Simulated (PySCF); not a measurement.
## Electron correlation in S⁺ (sulfur, charge +1)

[Ne] 3s2 3p3, high-spin 4S determinant. Computed with PySCF 2.14 in def2-SVP, with no relativity, point nucleus. Frozen: [Ne]; 5 electrons correlated.

MP2 pair energies summed by pair of shells (mhartree):

```json
{"pair": "3s-3p", "energy": "-44.04", "share (%)": "64.5"}
{"pair": "3p-3p", "energy": "-16.25", "share (%)": "23.8"}
{"pair": "3s-3s", "energy": "-8.03", "share (%)": "11.8"}
```

Total MP2 correlation energy: -68.32 mhartree.

Same-spin part -18.34 and opposite-spin part -49.98 mhartree; SCS-MP2 scales them by 1/3 and 6/5 to -66.09 mhartree.

```csv
level,correlation energy (mhartree)
CCSD,-86.68
(T),-0.95
CCSD(T),-87.63
```

Diagnostics: T1 = 0.0031, D1 = 0.0064, largest double amplitude 0.062.

Cost of the coupled-cluster step: 0.12 s of wall time on 1 thread of Neoverse-N1 (shared host), for 5 correlated electrons.
